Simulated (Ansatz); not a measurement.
Potential energy surface of H₂Mg, singlet: map of symmetric stretch and bend. Scanned: Mg-H bond length and H-Mg-H angle.

Computed with CCSD(T) on RHF/def2-TZVP, frozen core in Ansatz (an electronic-structure program).

Energy in kJ/mol above the lowest grid point; x is the Mg-H bond length (Å), y the H-Mg-H angle (°).

```csv
y \ x,1.45,1.54,1.62,1.72,1.80,1.88,1.96,2.07,2.15,2.21,2.31
180,83.6,30.9,7.2,0.0,7.3,22.8,44.4,80.6,109.9,132.8,171.5
171.08,84.7,32.0,8.3,1.0,8.2,23.8,45.3,81.5,110.7,133.6,172.2
161.03,88.9,36.1,12.3,4.9,11.9,27.2,48.6,84.5,113.6,136.3,174.8
147.54,99.9,46.9,22.8,14.9,21.5,36.4,57.3,92.7,121.4,143.8,181.7
139.83,109.3,56.0,31.6,23.3,29.7,44.3,64.8,99.7,128.0,150.2,187.6
130.09,124.7,70.9,46.1,37.2,43.0,57.1,77.1,111.2,138.9,160.5,197.1
118.46,148.6,94.1,68.5,58.6,63.6,76.8,96.0,128.8,155.5,176.3,211.5
112.23,164.2,109.1,83.0,72.4,76.9,89.5,108.1,140.0,166.0,186.4,220.7
99.57,203.1,146.4,118.9,106.5,109.4,120.5,137.4,167.1,191.4,210.5,242.6
90.30,239.4,181.1,152.2,137.9,139.3,148.8,164.2,191.7,214.4,232.2,262.1
79.43,292.6,232.2,201.1,184.1,183.2,190.5,203.5,227.7,247.9,263.7,290.3
70,349.0,286.7,253.8,234.2,231.2,236.1,246.7,267.3,284.8,298.4,321.1
```

Points that lie below all their neighbours on the grid: x = 1.72, y = 180 on the edge of the grid (0.0 kJ/mol).
